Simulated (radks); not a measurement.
Lu4+, 67 electrons, occupied as [Xe] 4f12 6s1 (not the ground configuration). Calculated with a radial shooting solver on a logarithmic mesh with Libxc functionals: Dirac Kohn-Sham, BLYP, spin-unpolarised, spherical densities, finite nucleus; open shells are shared between the two j in proportion to 2j + 1; Fermi nuclear charge, rms radius 5.37 fm.

Spin-orbit splittings of the eigenvalues, e(l+1/2) - e(l-1/2), with zeta = 2 splitting/(2l+1) and mean radii in bohr:

| shell | occ. | splitting (eV) | zeta (eV) | <r> j=l-1/2 | <r> j=l+1/2 |
|---|---|---|---|---|---|
| 2p | 6 | 1118 | 745.1 | 0.06740 | 0.07502 |
| 3p | 6 | 238.3 | 158.9 | 0.2020 | 0.2162 |
| 3d | 10 | 52.02 | 20.81 | 0.1899 | 0.1943 |
| 4p | 6 | 54.70 | 36.47 | 0.4835 | 0.5156 |
| 4d | 10 | 10.06 | 4.026 | 0.5368 | 0.5479 |
| 4f | 12 | 1.693 | 0.4838 | 0.6526 | 0.6619 |
| 5p | 6 | 8.303 | 5.535 | 1.229 | 1.316 |
